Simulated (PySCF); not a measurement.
**Basis and Hamiltonian dependence of the excitation energy of Co**

Co [Ar] 3d7 4s2 (4F) → Co [Ar] 3d7 4s1 5s1 (6F). All values are computed (PySCF 2.14, energy differences of UHF-based or UKS calculations, no spin-orbit coupling). Values in eV.

```json
{"basis": "aug-cc-pVDZ-DK", "Hamiltonian": "spin-free X2C", "functions": "59", "UHF": "4.332", "LDA": "5.825", "PBE0": "5.329", "MP2 (valence)": "5.346", "CCSD(T) (valence)": "5.561"}
{"basis": "ANO-RCC-VTZP", "Hamiltonian": "spin-free X2C", "functions": "59", "UHF": "4.512", "LDA": "5.901", "PBE0": "5.478", "MP2 (valence)": "5.465", "CCSD(T) (valence)": "5.717"}
{"basis": "x2c-TZVPPall with one added diffuse shell each of s, p, d, f type", "Hamiltonian": "spin-free X2C", "functions": "80", "UHF": "4.348", "LDA": "5.865", "PBE0": "5.356", "MP2 (valence)": "5.388", "CCSD(T) (valence)": "5.594"}
{"basis": "aug-cc-pVTZ-DK", "Hamiltonian": "spin-free X2C", "functions": "93", "UHF": "4.326", "LDA": "5.834", "PBE0": "5.328", "MP2 (valence)": "5.394", "CCSD(T) (valence)": "5.603"}
{"basis": "dyall-av2z", "Hamiltonian": "non-relativistic", "functions": "101", "UHF": "4.258", "LDA": "5.760", "PBE0": "5.274", "MP2 (valence)": "5.242", "CCSD(T) (valence)": "5.473"}
{"basis": "aug-cc-pVTZ with one added diffuse shell each of s, p, d, f, g type", "Hamiltonian": "non-relativistic", "functions": "118", "UHF": "4.245", "LDA": "5.718", "PBE0": "5.229", "MP2 (valence)": "5.313", "CCSD(T) (valence)": "n/a"}
{"basis": "aug-cc-pwCVTZ-DK", "Hamiltonian": "spin-free X2C", "functions": "127", "UHF": "4.323", "LDA": "5.826", "PBE0": "5.323", "MP2 (valence)": "5.399", "CCSD(T) (valence)": "n/a"}
{"basis": "x2c-QZVPPall with one added diffuse shell each of s, p, d, f, g type", "Hamiltonian": "spin-free X2C", "functions": "128", "UHF": "4.325", "LDA": "5.822", "PBE0": "5.320", "MP2 (valence)": "5.416", "CCSD(T) (valence)": "n/a"}
{"basis": "aug-cc-pVQZ", "Hamiltonian": "non-relativistic", "functions": "140", "UHF": "4.253", "LDA": "5.708", "PBE0": "5.224", "MP2 (valence)": "5.325", "CCSD(T) (valence)": "n/a"}
```

Frozen in the all-electron rows: valence: [Ar].

Non-relativistic rows lack the scalar-relativistic shift.
